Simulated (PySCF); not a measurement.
Static response to an electric field

Compound: C3H11PSi2.
Atom-mapped SMILES: `[CH3:1][Si:2]1([PH2:3])[CH2:4][SiH2:5][CH2:6]1` (hydrogens: H7, H8, H9 on C1; H10, H11 on P3; H12, H13 on C4; H14, H15 on Si5; H16, H17 on C6)

Cartesian coordinates in Å at the GFN2-xTB level; atoms count from 1:
```xyz
17
C3H11PSi2 angstrom
C      0.4407    2.1841    0.3086
Si     0.4670    0.3264   -0.1077
P      2.5367   -0.2451   -0.8081
C     -0.3779   -0.8006    1.2156
Si    -1.7142   -1.3753   -0.0373
C     -0.8854   -0.2565   -1.3513
H      1.0794    2.4053    1.1579
H      0.7946    2.7689   -0.5341
H     -0.5644    2.5130    0.5483
H      2.3635   -1.5916   -0.5435
H      3.1289   -0.0223    0.4222
H     -0.7682   -0.2678    2.0784
H      0.2491   -1.5994    1.6032
H     -3.0722   -0.9710    0.3276
H     -1.6682   -2.8060   -0.3407
H     -0.4971   -0.7884   -2.2160
H     -1.5192    0.5385   -1.7330
```

Level: CAM-B3LYP/def2-SVPD (PySCF), static field, nuclei fixed, core orbitals frozen in the response. The polarisability tensor in these axes (au):

```
x   131.18   9.14  -5.49
y     9.14 111.11   1.14
z    -5.49   1.14  99.64
```

Question: Diagonalise the tensor; give its mean and Δα, where Δα² is half the sum of the squared differences of the eigenvalues.

Answer: Principal values 98.06, 108.52 and 135.34 au; mean 113.98 au = 16.89 Å³ = 18.79 × 10⁻⁴⁰ C²·m²/J; Δα = 33.31 au (29 % of the mean).

Question: What is the dipole moment, and where does it point?

Answer: (-0.41, 0.44, 0.75) D, 0.96 D in size, pointing from the negative to the positive side. Measured along this direction, the outermost atoms are H10 at the negative end and H12 and H9 at the positive end.

Question: What are the principal values of the traceless quadrupole moment, Θ = ½Σq(3rr − r²1), about the centre of nuclear charge?

Answer: -6.55, 2.82, 3.73 D·Å. The values depend on the origin, since the dipole doesn't vanish. The electronic extent ⟨r²⟩ about the same centre is 1275 bohr², a root-mean-square distance of 2.23 Å for the 72 electrons.

Question: Find the Langevin capture rate constant for H3+ (3.023 u) meeting this molecule (134.014 u), k = 2.342 × 10⁻⁹ cm³/s × √(α in Å³ / reduced mass in u).

Answer: The reduced mass is 2.96 u, so k = 5.60 × 10⁻⁹ cm³/s. The formula leaves out the permanent dipole, which adds to the capture rate.

Question: Orientational against electronic polarisability at 500 K (dilute gas, rigid molecules)?

Answer: In Gaussian units μ²/3kT = 4.48 Å³ against 16.89 Å³, a ratio of 0.27; the Debye molar polarisation (4π/3)N_A(α + μ²/3kT) is 53.9 cm³/mol, leaving out the vibrational part.

Question: What would n − 1 = 2πNα be for an ideal gas of these molecules at 500 K and 1 atm, electronic part alone?

Answer: N = p/kT = 1.4678 × 10¹⁹ cm⁻³, so n − 1 = 2π × N × 16.89 × 10⁻²⁴ cm³ = 1558 × 10⁻⁶ at long wavelengths.

Isolated species at its GFN2-xTB geometry (one conformer only).

These values come from a run that also computed excited states. Time: 95 s of wall time. Hardware: one thread of an x86-64 server, shared host.
